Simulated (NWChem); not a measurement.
System: tert-butyl chloride (C4H9Cl); SMILES CC(C)(C)Cl

Program: NWChem. Pople sets run with spherical d functions. Geometry: optimised at PBE0/def2-SVP. B3LYP is NWChem's, with the RPA form of VWN correlation. Total energies compare along this basis series because the functional is fixed.

| level | basis functions | energy (Ha) | highest occupied level (eV) | orbital gap (eV) | dipole (D) |
|---|---|---|---|---|---|
| B3LYP/STO-3G | 38 | -611.1662 | -5.87 | 9.69 | 2.47 |
| B3LYP/3-21G | 67 | -615.0092 | -7.76 | 8.70 | 2.57 |
| B3LYP/6-31G* | 92 | -618.0529 | -7.79 | 8.55 | 2.30 |
| B3LYP/6-31+G* | 112 | -618.0596 | -7.99 | 8.01 | 2.37 |
| B3LYP/def2-SVP | 119 | -617.8138 | ___ | 8.59 | ___ |
| B3LYP/def2-SVPD | 179 | -617.8344 | -8.03 | 8.24 | 2.32 |
| B3LYP/def2-TZVP | 215 | -618.1508 | -7.94 | 8.41 | 2.17 |
| B3LYP/6-311++G** | 181 | -618.1350 | -8.01 | 7.63 | 2.33 |

Question: Fill in the missing entries.

Answer: 
- B3LYP/def2-SVP, highest occupied level (eV): -7.69
- B3LYP/def2-SVP, dipole (D): 1.96
